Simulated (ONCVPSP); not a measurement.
**Varying the ONCV potential for B**

Base potential:

ONCVPSP 4.0.1 input, shortened (lines: element, Z, core and valence counts, functional; n l f; lmax; l rc ep ncon nbas qcut; lloc lpopt rc5 dvloc0; l nproj debl; icmod fcfact rcfact), PBEsol, scalar-relativistic:

```
  B 5.00    1    2  -116133      upf
    1    0    2.00
    2    0    2.00
    2    1    1.00
    1
    0    1.30    0.00    4    7    6.10
    1    4.00    0.00    3    7    4.20
    4    4    1.15    1.00
    0    2    3.10
    1    2    1.10
    2    0.15    1.00
```

Cutoffs, loose and tight: the cutoffs (Ha) at which the residual kinetic energy of the hardest occupied pseudo-wave falls to 1 and 0.1 mHa per electron. They do not see the model core or the augmentation charge, which bear on the density cutoff. Test errors are all-electron minus pseudo excitation energies from the reference, over the configurations 2s2 2p0; 2s1 2p0; 2s2 2p0.5; 2s1 2p2. A dash means not determined; rows that change the core or the reference have their own tests.

```csv
change,outcome,"cutoff, loose","cutoff, tight",bound ghosts,GHOST(+) flags above zero,largest test error (meV)
base,generated,13 Ha,17 Ha,none,none,+563
"s: rc 0.94; local potential polynomial inside 0.94 bohr (lpopt 4, dvloc0 1 Ha)","failed: optimize: ERROR ps0norm > uunorm, code will stop",–,–,–,–,–
"s: rc 1.08; local potential polynomial inside 1.08 bohr (lpopt 4, dvloc0 1 Ha)",generated,12 Ha,80 Ha,none,s,+561
s: rc 1.18,generated,12 Ha,16 Ha,none,none,+563
s: rc 1.36,generated,13 Ha,17 Ha,none,none,+563
s: rc 1.46,generated,13 Ha,16 Ha,none,none,+563
s: rc 1.76,generated,11 Ha,14 Ha,none,none,+561
s: rc 1.86,generated,10 Ha,13 Ha,none,none,+558
```

Task: What comes out with this change to the base: s: rc 1.62?

Result: outcome: generated; cutoff, loose: 12 Ha; cutoff, tight: 15 Ha; bound ghosts: none; GHOST(+) flags above zero: none; largest test error (meV): +561.

Reading the sweep of the s radius (base included, trends over the rows without a ghost): The loose cutoff falls from 12 Ha at 1.08 to 10 Ha at 1.86 bohr, with one reversal. A larger radius leaves more room for a smooth pseudo-wave, so fewer plane waves are needed; a smaller one forces it to follow the all-electron wave where it bends sharply. The median size of the test errors (rows with all tests solved) stays near 117.1 meV. The generation fails at 0.94 bohr.
